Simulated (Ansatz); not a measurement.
The same hydrogenolysis along the group O, S, Se, Te.

Calculated with Ansatz (gas phase, PBE0-D4/def2-TZVP geometries, no zero-point term in ΔE). CCSD(T)/CBS is the MP2 limit (def2-TZVPP, def2-QZVPP) plus CCSD(T) − MP2 in def2-TZVPP, frozen cores. Small cases extrapolate CCSD(T) itself. DFT in def2-TZVPP. Elements past krypton have def2 core potentials. For Se, Te outer-core shells are correlated without core-valence functions, which leaves a few kJ/mol of doubt a bond. Scalar relativity is left out up to krypton. Each species was taken in one conformer, which may not be the lowest.

| reaction | CCSD(T)/CBS(def2) (kJ/mol) |
| --- | --- |
| `C#CO` + H₂ → H₂O + `C#C` | ? |
| `C#CS` + H₂ → H₂S + `C#C` | -64 |
| `C#C[SeH]` + H₂ → H₂Se + `C#C` | -62 |
| `C#C[TeH]` + H₂ → H₂Te + `C#C` | -43 |

Task: Fill in the missing values. (Best estimate.)

Result: Ansatz gave: `C#CO` + H₂ → H₂O + `C#C`: -123.4 kJ/mol.

Largest T1 diagnostic: 0.013, for `C#CS`.

Extrapolated directly: `C#CO` + H₂ → H₂O + `C#C`; `C#CS` + H₂ → H₂S + `C#C`.
